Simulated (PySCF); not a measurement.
## Structure from 2D NMR

Compound of formula C₇H₁₂P₂. Correlations simulated from computed shifts and the bond graph:

HSQC (one-bond C–H):
| δH | δC |
| --- | --- |
| 6.41 | 135.3 |
| 6.20 | 132.4 |
| 2.93 | 32.9 |
| 1.22 | 14.9 |

COSY cross peaks (H two or three bonds apart, from the bond graph; peaks can be absent where the dihedral angle is near 90°):
| δH | δH |
| --- | --- |
| 6.41 | 6.20 |
| 6.41 | 2.93 |

HMBC (two and three bonds, from the bond graph):
| δH | δC |
| --- | --- |
| 6.41 | 135.3, 132.4, 32.9 |
| 6.20 | 135.3, 132.4, 32.9 |
| 2.93 | 135.3, 132.4 |
| 1.22 | 14.9 |

PySCF calculation with σ from GIAO-PBE0/pcSseg-1 and structure optimised with GFN2-xTB; in vacuum, a single conformation, relativity neglected, equivalent nuclei averaged.

Chemical shifts δ = σref − σ; TMS for ¹H, ¹³C, all at this level.

Exchangeable hydrogens are left out of these lists.

Task: Work out the connectivity.

Result: SMILES P1(P(C)C)C=CCC=C1.

Structure with atom numbers: `[CH3:1][P:2]([CH3:3])[P:4]1[CH:5]=[CH:6][CH2:7][CH:8]=[CH:9]1`; H(Xn) means a hydrogen on atom n.

- δC 135.3 is C6/C8, an alkene CH (δH 6.41).
- δC 132.4 is C5/C9, an alkene CH (δH 6.20).
- δC 32.9 is C7, an allylic sp3 CH2 (δH 2.93).
- δC 14.9 is C1/C3, a methyl carbon bonded to P (δH 1.22).
- COSY links 6.41–6.20, 6.41–2.93.

The data come from this structure; uniqueness wasn't tested.

Shifts are as computed. Against solution values, carbons near 30 ppm lie about +3 ppm off and those near 130 ppm about +5 ppm. Of 1211 compounds with measured shifts, 218 miss one by over three times the rms of a fit or turn the order of signals round; such compounds aren't used in these exercises.
